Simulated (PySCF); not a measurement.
A GIAO shielding run with PySCF (density fitting, non-relativistic, gas phase) on SMILES C1C(CC#N)([Si@H](F)N[SiH3])C1, C5H11FN2Si2:

```
$ OMP_NUM_THREADS=1 python probes_run.py task.json out

{"job": {"kind": "nmr", "xc": "PBE0", "basis": "pcSseg-1"}, "charge": 0, "multiplicity": 1}
N     -0.583866     2.642096     1.589559
C     -1.137085     2.013143     0.810260
C     -1.799767     1.185104    -0.159895
C     -1.118975    -0.174631    -0.246843
Si     0.688614    -0.157015    -0.781258
F      1.099629    -1.681189    -1.111311
N      1.686687     0.353483     0.512526
Si     3.395783     0.074176     0.718580
C     -1.990098    -1.320239    -0.686622
C     -1.566378    -1.219212     0.741607
H     -2.848752     1.078197     0.135020
H     -1.763017     1.691569    -1.129962
H      0.871212     0.527355    -2.057842
H      1.290909     1.053006     1.119705
H      3.717794     0.679404     2.009304
H      3.620347    -1.368877     0.708545
H      4.137511     0.709632    -0.375892
H     -1.548407    -2.091860    -1.297916
H     -3.022488    -1.113031    -0.932575
H     -2.304686    -0.941881     1.481250
H     -0.833887    -1.922288     1.107991
```

Hardware: 1 thread of an Arm Neoverse N1, shared host. The job also computes population analyses, field gradients, ring-centre shieldings.

(1) How large is the calculation?

(2) How long does it take, and how much memory does it need?

## Answers

(1) 92 electrons, 239 basis functions and 1276 auxiliary functions.

(2) 120 s of wall time, with 14 SCF cycles and 5 response iterations; peak memory 1.1 GiB. Times on a shared host scatter by some tens of per cent.
